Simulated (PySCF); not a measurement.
Predicted microwave data (PBE0/pcSseg-1 in PySCF (dipole) on a GFN2-xTB geometry, gas phase) for one isomer of C3H10F3NSi2:

```
Rotational constants : A = 1260, B = 1129, C = 929.9 MHz
Dipole components    : |μa| = 1.95 D, |μb| = 0.49 D, |μc| = 2.58 D
Inertial defect      : -305.35 u·Å²
κ                    : 0.21
```

Question: Which candidate fits, each taken in the one conformer that was computed?
A. `[NH2:1][CH2:2][C:3]([SiH3:4])([SiH3:5])[C:6]([F:7])([F:8])[F:9]` with H–N1–C2–C3 80° and -159°, N1–C2–C3–Si4 153°
B. `[CH3:1][N:2]([SiH3:3])[CH2:4][SiH2:5][C:6]([F:7])([F:8])[F:9]` with C1–N2–C4–Si5 -66°, N2–C4–Si5–C6 180°

Answer: A. It is NCC([SiH3])([SiH3])C(F)(F)F, an asymmetric top, point group C1. The candidates at the same level (rigid rotor, commonest isotopes):

| SMILES | A (MHz) | B (MHz) | C (MHz) | μa (D) | μb (D) | μc (D) | Δ (u·Å²) | point group | rotor |
| --- | --- | --- | --- | --- | --- | --- | --- | --- | --- |
| NCC([SiH3])([SiH3])C(F)(F)F | 1260 | 1129 | 929.9 | 1.95 | 0.49 | 2.58 | -305.35 | C1 | asymmetric top |
| CN([SiH3])C[SiH2]C(F)(F)F | 2400 | 487.2 | 462.6 | 2.56 | 0.95 | 0.64 | -155.40 | C1 | near-prolate asymmetric top |

`CN([SiH3])C[SiH2]C(F)(F)F` has A 91 % too high. No structure here is proved a minimum.
